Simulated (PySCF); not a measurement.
**How methods differ on the excitation energy of Al+**

Al+ [Ne] 3s2 (1S) → Al+ [Ne] 3s1 3p1 (3P), as a difference of total energies. Calculation: PySCF 2.14, in dyall-acv3z (19s12p6d4f, 113 functions); no relativity, point nucleus. Correlated levels: valence: [Ne] frozen; virtual orbitals above 40 to 60 times the deepest correlated orbital energy dropped. The calculations carry no spin-orbit coupling.

| method | excitation energy (cm⁻¹) |
| --- | --- |
| UHF | 28355 |
| MP2 (valence) | 34112 |
| SCS-MP2 (valence) | 35762 |
| CCSD (valence) | 36169 |

Errors of the correlated levels include the incompleteness of this basis and the frozen core.

With two correlated electrons CCSD is exact in that space.

Question: Which method comes closest to the reference value, and which is furthest?

Answer: The reference is 37516 cm⁻¹ (measured; NIST levels, between the centres of gravity of the two terms). Closest: CCSD (valence) (error -1347.3 cm⁻¹); furthest: UHF (error -9160.8 cm⁻¹).
